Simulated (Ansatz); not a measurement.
`C[O][GeH2][OH]` → `C[O][GeH]` + H₂O at 700 K and 1 bar (germylene formation by 1,1-elimination).

Computed with Ansatz on PBE0-D4/def2-TZVP structures; ΔE is electronic, products minus reactants. CCSD(T)/CBS is the MP2 limit (def2-TZVPP, def2-QZVPP) plus CCSD(T) − MP2 in def2-TZVPP, frozen cores. This one scheme is used for every species. For Ge outer-core shells are correlated without core-valence functions, which leaves a few kJ/mol of doubt a bond. Scalar relativity is left out up to krypton. One conformer a species, not always the lowest.

| species | CCSD(T)/CBS energy (Eh) | H − E (kJ/mol) | S (J/(mol·K)) |
| --- | --- | --- | --- |
| `C[O][GeH2][OH]` | -2268.14728 | 260.4 | 452.9 |
| `C[O][GeH]` | -2191.71863 | 175.7 | 364.6 |
| H₂O | -76.37941 | 80.5 | 218.4 |

H − E and S are ideal-gas, rigid-rotor, harmonic terms from PBE0-D4/def2-TZVP, for one conformer and one mirror image of each species. 1 Eh = 2625.50 kJ/mol, R = 8.31446 J/(mol·K).

Question: By hand: ΔE, ΔH, ΔS and ΔG.

Answer: ΔE = (-2191.71863) + (-76.37941) − (-2268.14728) = 0.04924 Eh = 129.3 kJ/mol. Δ(H − E) = 175.7 + 80.5 − 260.4 = -4.2, so ΔH = 125.1 kJ/mol. ΔS = 364.6 + 218.4 − 452.9 = 130.1 J/(mol·K). ΔG = 125.1 − 700 × (130.1)/1000 = 34.0 kJ/mol.

Question: By hand: the equilibrium constant, and the temperature at which ΔG would vanish if ΔH and ΔS stayed fixed.

Answer: log₁₀ K = −ΔG/(RT ln 10) = -2.5. ΔG = 0 at ΔH/ΔS = 962 K.

The number of gas molecules changes by +1, which sets the sign of ΔS. A doubt of 5 kJ/mol in ΔE shifts log₁₀ K by 0.4 here. Other conformers and mirror images would add mixing entropy, several J/(mol·K) or more a flexible species. Modes under 60 cm⁻¹, often nearly free rotors, make the harmonic entropy too high. These are equilibria of isolated gas molecules and say nothing of rates. Largest T1 diagnostic: 0.016 (customary marks: 0.02 for closed shells, 0.045 for open ones).
